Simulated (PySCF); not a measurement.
Species: VI2Cl2 (doublet state).
SMILES: `[Cl][V]([Cl])([I])[I]`

The calculation used PBE0-D3(BJ)/def2-SVP geometry optimisation, gas phase, def2 core potentials past Kr in PySCF.

Take the most abundant isotopes and a rigid rotor. 

(1) What are A, B and C (cm⁻¹)?

(2) Classify the top.

(3) What does the inertial defect say?

(4) Give the coordinates in the principal-axis frame, origin at the centre of mass.

(5) Where do the levels up to J = 5 lie, in cm⁻¹?

(6) Predict some low-J microwave lines.

## Answers

(1) Ia = 631.57, Ib = 1249.09, Ic = 1431.08 u·Å²; 505379 MHz·u·Å²/I gives 800.2, 404.6 and 353.1 MHz, that is A = 0.02669, B = 0.01350, C = 0.01178 cm⁻¹.

(2) An asymmetric top: κ = (2 × 404.6 − 800.2 − 353.1)/(800.2 − 353.1) = -0.77.

(3) Not planar: Δ = Ic − Ia − Ib = -449.57 u·Å². For a rigid frame Δ = −2 Σ m c², so Σ m c² = 224.79 u·Å² lies off the ab plane. The atom farthest from that plane is 1.81 Å away.

(4) The sense of each axis is arbitrary; atoms in the order of the calculation.
```
atom  mass (u)   a (Å)   b (Å)   c (Å)
  V1    50.944  -0.001  -0.786   0.001
  I2   126.904   2.015   0.678  -0.015
  I3   126.904  -2.003   0.693   0.006
 Cl4    34.969   0.023  -1.889   1.809
 Cl5    34.969  -0.063  -1.938  -1.776
```

(5) Above 0(0,0):
J = 1: 1(0,1) 0.0253, 1(1,1) 0.0385, 1(1,0) 0.0402
J = 2: 2(0,2) 0.0757, 2(1,2) 0.0873, 2(1,1) 0.0925, 2(2,1) 0.1320, 2(2,0) 0.1322
J = 3: 3(0,3) 0.1509, 3(1,3) 0.1605, 3(1,2) 0.1708, 3(2,2) 0.2079, 3(2,1) 0.2086, 3(3,1) 0.2782, 3(3,0) 0.2782
J = 4: 4(0,4) 0.2505, 4(1,4) 0.2578, 4(1,3) 0.2749, 4(2,3) 0.3088, 4(2,2) 0.3111, 4(3,2) 0.3796, 4(3,1) 0.3797, 4(4,1) 0.4777, 4(4,0) 0.4777
J = 5: 5(0,5) 0.3741, 5(1,5) 0.3793, 5(1,4) 0.4048, 5(2,4) 0.4349, 5(2,3) 0.4400, 5(3,3) 0.5065, 5(3,2) 0.5067, 5(4,2) 0.6045, 5(4,1) 0.6045, 5(5,1) 0.7306, 5(5,0) 0.7306

(6) The dipole components are |μa| = 0.01 D, |μb| = 0.41 D, |μc| = 0.01 D. The squared components, which scale the intensities, stand as 0.00 : 1.00 : 0.00 (a : b : c). Some lines, for components of 0.1 D or more:

| type | branch | J(Ka,Kc) | MHz | lower level (cm⁻¹) |
| --- | --- | --- | --- | --- |
| b | Q | 2(1,1) ← 2(0,2) | 503 | 0.076 |
| b | Q | 3(1,2) ← 3(0,3) | 596 | 0.151 |
| b | Q | 4(1,3) ← 4(0,4) | 733 | 0.250 |
| b | R | 4(2,2) ← 3(3,1) | 986 | 0.278 |
| b | Q | 4(2,2) ← 4(1,3) | 1084 | 0.275 |
| b | R | 2(0,2) ← 1(1,1) | 1115 | 0.038 |
| b | Q | 3(2,1) ← 3(1,2) | 1136 | 0.171 |
| b | R | 1(1,1) ← 0(0,0) | 1153 | 0.000 |
| b | R | 3(1,2) ← 2(2,1) | 1161 | 0.132 |
| b | Q | 2(2,0) ← 2(1,1) | 1192 | 0.092 |
| b | Q | 4(2,3) ← 4(1,4) | 1529 | 0.258 |
| b | Q | 4(3,1) ← 4(2,2) | 2056 | 0.311 |
| b | Q | 3(3,0) ← 3(2,1) | 2086 | 0.209 |
| b | Q | 3(3,1) ← 3(2,2) | 2109 | 0.208 |
| b | R | 4(0,4) ← 3(1,3) | 2699 | 0.160 |
| b | R | 2(2,1) ← 1(1,0) | 2754 | 0.040 |
| b | Q | 4(4,1) ← 4(3,2) | 2942 | 0.380 |
| b | R | 4(1,4) ← 3(0,3) | 3207 | 0.151 |
| b | R | 3(3,0) ← 2(2,1) | 4383 | 0.132 |
| b | R | 4(2,2) ← 3(1,3) | 4517 | 0.160 |
| b | R | 4(3,1) ← 3(2,2) | 5151 | 0.208 |
| b | R | 4(4,1) ← 3(3,0) | 5981 | 0.278 |

For this open shell read J as N, the rotation without spin; fine and hyperfine splittings come on top. No frequency check. ⟨S²⟩ = 0.784 (exact for a doublet: 0.75). Zero-point vibration and centrifugal distortion are left out. Quadrupole hyperfine structure (35Cl, 127I) is left out.

Hardware: one thread, Arm Neoverse V1 (aarch64), shared host with 32 logical CPUs at a one-minute load of 23. Cost: 7.4 min wall, 0.55 GiB resident at most. These figures are those of the optimisation.
